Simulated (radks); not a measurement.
Species: Mo. Configuration: [Kr] 4d4.5 5s1 5p0.5 (fractional occupations, a model configuration). All-electron calculation, scalar-relativistic Kohn-Sham, r2SCAN, spin-unpolarised, spherical densities, finite nucleus; meta-GGA in the generalised Kohn-Sham scheme; Fermi nuclear charge, rms radius 4.4091 fm. Program: a radial shooting solver on a logarithmic mesh with Libxc functionals. Some entries of the table are withheld. Estimate them.

orbital,occ.,eigenvalue (eV),<1/r> (bohr^-1)
1s,2,-19868.15,43.54
2s,2,-2820.241,9.821
2p,6,-2518.925,9.532
3s,2,-487.3307,3.376
3p,6,-387.6141,3.205
3d,10,-225.8864,2.967
4s,2,-68.3641,1.224
4p,6,-41.7144,(1)
4d,4.5,-5.3233,0.7192
5s,1,(2),0.3643
5p,0.5,-1.4834,0.2563

Answer. 
(1) 4p <1/r> (bohr^-1): 1.085
(2) 5s eigenvalue (eV): -4.9108
